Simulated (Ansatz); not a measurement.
Geometry optimisation, RKS B3LYP-D4/def2-SVP (Ansatz 0.2.0).

input.yaml

```yaml
crystal:
  periodic: [false, false, false]
  atoms:
    - { symbol: Zr, position_ang: [-0.086688, 0.020753, 0.06582] }
    - { symbol: Cl, position_ang: [-0.029971, 0.283547, 2.544089] }
    - { symbol: "N", position_ang: [1.778913, 0.095808, -0.73305] }
    - { symbol: H, position_ang: [2.448885, -0.6699, -0.795122] }
    - { symbol: H, position_ang: [2.185813, 0.918949, -1.177034] }
    - { symbol: O, position_ang: [-0.985889, 1.548065, -0.663206] }
    - { symbol: H, position_ang: [-1.68036, 2.122279, -0.996851] }
    - { symbol: O, position_ang: [-0.945297, -1.639974, -0.371162] }
    - { symbol: H, position_ang: [-1.486736, -2.423248, -0.490249] }
    - { symbol: H, position_ang: [1.498998, -2.273706, 1.303839] }
    - { symbol: H, position_ang: [1.295032, -1.797373, 1.803326] }
basis:
  gaussian: { orbitals: def2-SVP }
hamiltonian:
  xc: b3lyp
  dispersion: d4
relax:
  f_tol: 0.03
  max_steps: 50
```

Launched with:

```bash
$ ansatz run input.yaml --threads 4 --pin off --max-ram 5120MiB --backend cpu --events-out ev --progress --plain --runs-dir out
```

Where does it end, and by what steps?

The forces met the threshold. The force dipped under the threshold on the way, but the program's further checks kept it going. After 15 steps the energy has fallen by 0.121 eV; H10 moved furthest, 0.75 Å.

| step | energy less start (eV) | largest force component (eV/Å) | accepted |
| --- | --- | --- | --- |
| 0 | 0.0000 | 1.193 | yes |
| 1 | -0.0889 | 0.486 | yes |
| 2 | -0.1090 | 0.089 | yes |
| 3 | -0.1147 | 0.065 | yes |
| 4 | -0.1163 | 0.051 | yes |
| 5 | -0.1174 | 0.058 | yes |
| 6 | -0.1192 | 0.039 | yes |
| 7 | -0.1188 | 0.279 | no |
| 8 | -0.1203 | 0.021 | yes |
| 9 | -0.1200 | 0.159 | no |
| 10 | -0.1209 | 0.018 | yes |
| 11 | -0.1210 | 0.044 | yes |
| 12 | -0.1211 | 0.066 | yes |
| 13 | -0.1213 | 0.037 | yes |
| 14 | -0.1213 | 0.031 | yes |
| 15 | -0.1214 | 0.003 | yes |

```xyz
11
Properties=species:S:1:pos:R:3
Zr -0.219 0.122 -0.027
Cl -0.117 0.323 2.372
N 1.665 0.122 -0.787
H 2.263 -0.698 -0.889
H 2.176 0.937 -1.123
O -1.095 1.681 -0.731
H -1.700 2.359 -1.037
O -1.025 -1.570 -0.453
H -1.548 -2.354 -0.629
H 1.977 -2.659 1.730
H 1.617 -2.077 2.064
```

Whether the end is a true minimum wasn't checked by a vibrational analysis.

Time of the run: 32 s on 4 threads of Arm Neoverse V2, with other jobs on the host, peak memory 0.3 GiB.
